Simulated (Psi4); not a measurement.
CH₃O, charge -1, singlet, geometry from GFN2-xTB (a gas-phase anion, which may not be bound at this level). Base run: HF/6-31G* run with Psi4 1.11.

Input for Psi4:
```
memory 2 GB

molecule {
-1 1
C    -0.02331881    0.51924115   -0.01539977
O     0.03468978   -0.77243926    0.02290917
H    -1.08639489    0.97405626   -0.04951263
H     0.45655976    1.07094605    0.88097598
H     0.49222972    1.01906489   -0.92233812
}

set {
  basis 6-31g*
  stability_analysis check
  scf_type pk
}

energy('scf')
print_variables()
```

The bond that is stretched is that between atoms 5 and 1. A test that says stable can miss a lower solution.

Each row names what was changed in the base input (with any setting that the change needs).

```tsv
change	ΔE vs base (kcal/mol)	<S^2>	outcome
base	0.000	0.000	converged
stability_analysis = follow; reference = uhf	0.000	0.000	converged
bond × 1.25	14.49	0.000	converged
stability_analysis = follow; reference = uhf; bond × 1.25	14.49	0.000	converged
bond × 1.5	32.67	0.000	converged
stability_analysis = follow; reference = uhf; bond × 1.5	32.67	0.000	converged
bond × 1.8	49.99	0.000	converged
stability_analysis = follow; reference = uhf; bond × 1.8	47.57	0.391	converged
bond × 2.2	66.4	0.000	converged
stability_analysis = follow; reference = uhf; bond × 2.2	58.30	0.734	converged
bond × 3.0	86.4	0.000	converged
stability_analysis = follow; reference = uhf; bond × 3.0	-	-	not converged
```

Psi4 reported an instability in these rows: stability_analysis = follow; reference = uhf; bond × 1.8; stability_analysis = follow; reference = uhf; bond × 2.2; stability_analysis = follow; reference = uhf; bond × 3.0 (restricted rows aren't judged here).

A gas-phase anion may not be bound at this level; its values then depend on the basis.

Where a bond breaks into two radicals, a solution with restricted orbitals usually stops being the lowest and lies too high; an unrestricted one lies lower at the price of spin contamination, which <S^2> shows.
